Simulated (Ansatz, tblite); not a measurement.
Forces on cis-NiH2(NH3)2 (NiN2H8) at its PBE0-D4/def2-SVP geometry. Total charge 0; singlet.

The xTB rows come from tblite.

GFN1-xTB (tblite), largest force 1.12 eV/Å:

```xyz
11
positions Å, forces eV/Å
Ni   -0.183    0.506   -0.638   -0.244    0.677   -0.853
H    -1.143    1.571   -0.959    0.265   -0.315    0.129
H     0.297    0.778   -2.001   -0.113   -0.107    0.403
N     1.217   -0.888   -0.464    0.351   -0.343    0.031
H     1.074   -1.541   -1.236    0.159    0.253    0.433
H     1.344   -1.444    0.384   -0.058    0.287   -0.450
H     2.107   -0.427   -0.660   -0.382   -0.337    0.130
N    -1.020    0.342    1.152   -0.215   -0.032    0.439
H    -2.012    0.163    0.990    0.477    0.071    0.205
H    -0.978    1.269    1.578   -0.065   -0.510   -0.106
H    -0.702   -0.329    1.854   -0.174    0.355   -0.361
```

GFN2-xTB (tblite), largest force 0.98 eV/Å:

```
Ni -0.215 0.597 -0.753
H 0.416 -0.329 -0.112
H -0.327 0.080 0.425
N 0.415 -0.427 0.075
H -0.069 -0.038 0.032
H -0.155 0.175 -0.060
H 0.010 0.040 0.074
N -0.236 -0.068 0.546
H 0.004 -0.082 -0.023
H 0.083 0.001 0.019
H 0.074 0.050 -0.224
```

PBE0-D4/def2-TZVP (Ansatz), largest force 0.63 eV/Å:

```
Ni -0.036 0.099 -0.125
H 0.091 -0.047 -0.074
H -0.095 0.057 0.062
N 0.472 -0.406 -0.063
H -0.029 0.169 0.177
H -0.081 0.174 -0.190
H -0.230 -0.052 0.064
N -0.339 0.040 0.522
H 0.242 0.016 -0.019
H 0.041 -0.199 -0.135
H -0.036 0.150 -0.219
```
